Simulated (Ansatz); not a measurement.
## Energy profile

The step: BSiH₆Br ([SiH3][BH2][BrH]) → BSiH₆Br ([Br][BH2]1[H][SiH3]1); bonds formed: B1–H5, Si2–H5; dative contacts that become bonds: B1–Br6; bonds broken: H5–Br6; bonds weakened to dative contacts: B1–Si2 (atoms numbered as in the saddle structure below).

| atom | x (Å) | y (Å) | z (Å) |
| --- | --- | --- | --- |
| B1 | -0.7748 | -0.2769 | -0.6177 |
| Si2 | 1.1644 | -0.0212 | -0.0503 |
| H3 | -1.2058 | 0.4722 | -1.4392 |
| H4 | -1.2648 | -1.3529 | -0.4634 |
| H5 | -0.7793 | 0.4087 | 1.1094 |
| Br6 | -2.1817 | 0.7754 | 1.3272 |
| H7 | 1.4842 | -0.5217 | 1.3176 |
| H8 | 1.6520 | 1.3797 | -0.1494 |
| H9 | 1.9059 | -0.8632 | -1.0341 |

Electronic energies by CCSD(T) at an estimated basis limit (MP2 extrapolated from triple and quadruple zeta, plus CCSD(T) − MP2 in triple zeta), on PBE0-D4/def2-TZVP structures; BSiH$_{6}$Br, closed shell; no counterpoise correction. Computed with Ansatz 0.2.0 (basis: def2-TZVPP and def2-QZVPP); correlated methods freeze the cores. Filled d shells of the heavier atoms are correlated. The def2 sets are not built for correlating such inner shells, so the correlated values are less sure here. Extrapolation: Hartree–Fock as exp(−7.88 √X), correlation as X^−2.97.

Give the profile in kcal/mol, counted from the separated reactants. (To be estimated.)

The calculation gives:
```csv
point,kcal/mol
"separated: BSiH$_{5}$ (linked as [BH2][SiH3]; B1, Si2, H3, H4, H7, H8, H9; singlet) + HBr (H5, Br6; singlet)",0.00
start structure,-6.42
saddle,1.05
end structure,-28.75
"separated: BH$_{2}$Br (linked as [BH2][Br]; B1, H3, H4, Br6; singlet) + SiH$_{4}$ (Si2, H5, H7, H8, H9; singlet)",-27.13
```

T1 diagnostic: at most 0.013.

For scale, one of the runs: CCSD(T)/def2-TZVPP, 205 basis functions, launched by `ansatz run in.yaml --threads 4 --pin off --events-out ev --progress --plain --max-ram 9574MiB`. Time: 68 s of wall clock on 4 CPU threads of an Arm Neoverse V1; the host was shared. Peak host memory: 2.6 GiB.
